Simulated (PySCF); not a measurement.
# Si2H3Cl3O4

Si2H3Cl3O4 is a molecule, neutral, singlet. The structure, one conformer, was relaxed in the gas phase by PBE0-D3(BJ)/def2-SVP. No frequency run checks that it is a minimum.

SMILES: O[Si](O)(O)O[Si](Cl)(Cl)Cl

```xyz
12

O    -1.148    1.680    0.364
Si   -1.102    0.060    0.151
O    -2.173   -0.683    1.135
O    -1.411   -0.314   -1.412
O     0.436   -0.496    0.534
Si    1.924   -0.355   -0.090
Cl    2.150    1.524   -0.889
Cl    2.219   -1.725   -1.571
Cl    3.311   -0.626    1.369
H    -0.446    2.188   -0.057
H    -2.084   -0.535    2.080
H    -1.351   -1.238   -1.670
```
Atoms count from 1 in this order.

Shieldings: GIAO PBE0/pcSseg-1. Shifts are against computed references at the same level: H TMS (σ 31.27 ppm), Si TMS (σ 352.0 ppm). Core levels by delta-SCF with SCAN, pcX-2 on the ionised atom and pcseg-1 elsewhere, spin-free X2C (2p3/2 is the spin-free 2p value less a third of a first-order spin-orbit splitting); from the vacuum level, for chosen atoms.

Give the NMR and core-level values of the distinct atoms.


| atoms | bonded to | σ (ppm) | δ (ppm) | core level (eV) |
| --- | --- | --- | --- | --- |
| O1 | 1 Si + 1 H | 281.7 | - | 1s 539.23 |
| Si2 | 4 O | 427.3 | -75.3 | 2p3/2 109.28 |
| O3 | 1 Si + 1 H | 287.2 | - | 1s 539.39 |
| O4 | 1 Si + 1 H | 283.1 | - | 1s 539.32 |
| O5 | 2 Si | 186.0 | - | 1s 538.95 |
| Si6 | 3 Cl + 1 O | 370.4 | -18.4 | - |
| Cl7 | 1 Si | 791.8 | - | - |
| Cl8 | 1 Si | 790.8 | - | - |
| Cl9 | 1 Si | 798.0 | - | - |
| H10 | 1 O | 28.91 | 2.35 | - |
| H11 | 1 O | 29.18 | 2.09 | - |
| H12 | 1 O | 29.27 | 2.00 | - |

Values are those of this one static structure; atoms that internal rotation interchanges would show their mean in an NMR spectrum.

Which of O1, O3, O4, O5 holds its core electrons tightest, and by how much against the loosest?

O3 (bonded to 1 Si + 1 H), by 0.44 eV over O5 (bonded to 2 Si).

By CAM-B3LYP/def2-SVPD (TDDFT singlets, Tamm-Dancoff triplets), where does absorption start?

The first singlet with intensity lies at 7.89 eV (f 0.015); what lies below it is dark. The lowest singlet lies at 7.70 eV (f 0.000), the strongest of the first 6 at 8.60 eV (f 0.130), the lowest triplet at 7.25 eV.

The 3 runs behind this took 7 min in all, one thread each of Intel Xeon 6975P-C on a shared host, launched as `OMP_NUM_THREADS=1 python cluster_run.py task.json out`.
